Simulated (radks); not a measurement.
The numbers below are computed, except where a source is named.
Ce2+, configuration [Xe] 4f1 7f1 (not the ground configuration).

Code: a radial shooting solver on a logarithmic mesh with Libxc functionals. Model: Dirac Kohn-Sham, LDA (Slater exchange, Perdew-Wang correlation), spin-unpolarised, spherical densities, finite nucleus; open shells fill j = l - 1/2 first; Fermi nuclear charge, rms radius 4.8771 fm.

Energy parts (eV):
| part | energy |
|---|---|
| total | -241010.53 |
| kinetic | 258484.42 |
| electron-nucleus | -586032.39 |
| Hartree | 92056.07 |
| exchange-correlation | -5518.64 |

Orbitals (lengths in bohr, moments of r in powers of bohr; <r^-3> diverges for s and p1/2; r(90%) holds 90 % of the orbital's charge):
orbital,occ.,eigenvalue (eV),r(90%),<1/r>,<r^-3>,<r>
1s1/2,2,-40211.23,0.0443,63.28,-,0.02459
2s1/2,2,-6454.889,0.163,14.92,-,0.1048
2p1/2,2,-6098.664,0.145,14.91,-,0.08798
2p3/2,4,-5652.644,0.153,13.51,7081,0.09418
3s1/2,2,-1406.092,0.410,5.381,-,0.2787
3p1/2,2,-1254.830,0.403,5.298,-,0.2683
3p3/2,4,-1167.223,0.420,4.947,1428,0.2805
3d3/2,4,-901.6075,0.394,4.815,234.4,0.2515
3d5/2,6,-882.7720,0.399,4.726,213.1,0.2553
4s1/2,2,-300.9603,0.917,2.236,-,0.6377
4p1/2,2,-244.7719,0.956,2.133,-,0.6562
4p3/2,4,-225.8173,0.995,2.016,309.7,0.6839
4d3/2,4,-133.3742,1.11,1.798,42.14,0.7390
4d5/2,6,-130.0547,1.13,1.769,37.95,0.7488
5s1/2,2,-61.4012,2.15,0.8881,-,1.501
5p1/2,2,-45.7021,2.41,0.7917,-,1.666
5p3/2,4,-42.7646,2.52,0.7523,47.81,1.740
4f5/2,1,-26.6931,1.80,1.238,4.452,1.055
4f7/2,0,-26.3490,1.81,1.228,4.335,1.064
7f5/2,1,-3.1552,20.8,0.09783,0.05648,14.97
7f7/2,0,-3.1508,20.8,0.09807,0.05656,14.97

The highest occupied level is 7f5/2 at -3.155 eV. The configuration is held as typed, so some empty levels lie below it. The density falls to 0.001 e/bohr^3 at r = 3.54 bohr. Summed over all electrons, <r^2> = 292.2 bohr^2, which gives a Langevin (diamagnetic) susceptibility term of -231 x 10^-6 cm^3/mol.
